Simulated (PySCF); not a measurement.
## Which determinant of InGa lies lowest?

Unrestricted PBE0; In cc-pVDZ-PP with ECP28, Ga cc-pVDZ-PP with ECP10; scalar-relativistic core potentials (PySCF 2.14). Outer shells of the fragments: In 4d10 5s2 5p1; Ga 3d10 4s2 4p1.

Followed along the bond (rough minima from three points):

```tsv
2Ms+1	unpaired	⟨S²⟩ at the start	R at minimum (Å)	Te (eV)
3	σ ↑, π ↑	2.01	2.89	0.00
1	σ ↑, π ↓	1.01	2.89	0.17
3	π ↑↑	2.00	2.64	0.17
1	π ↑↓	1.01	2.65	0.35
1	none	0.00	2.69	0.84
```

Solutions found at the starting distance of 2.595 Å, counted from the lowest of them; the search is not exhaustive and high or unbound solutions are not listed, so other states can lie among these:

```
2Ms+1  unpaired   term  E (eV)  ⟨S²⟩  ⟨Lz²⟩  μ (D)
    3      π ↑↑    ³Σ⁻    0.00  2.00   0.00  -0.46
    3  σ ↑, π ↑     ³Π    0.01  2.01   1.00  -0.20
    1  σ ↑, π ↓  mixed    0.17  1.01   1.00  -0.20
    1      π ↑↓  mixed    0.18  1.01   2.01  -0.43
    1      none  mixed    0.69  0.00   2.00  -0.34
    1      none    ¹Σ⁺    0.96  0.00   0.00   0.04
```

A term symbol is given only where ⟨S²⟩ and ⟨Lz²⟩ are close to those of a pure state; real π, δ and φ orbitals otherwise mix terms. A positive dipole means In(−)Ga(+).

Spin–orbit coupling is left out.
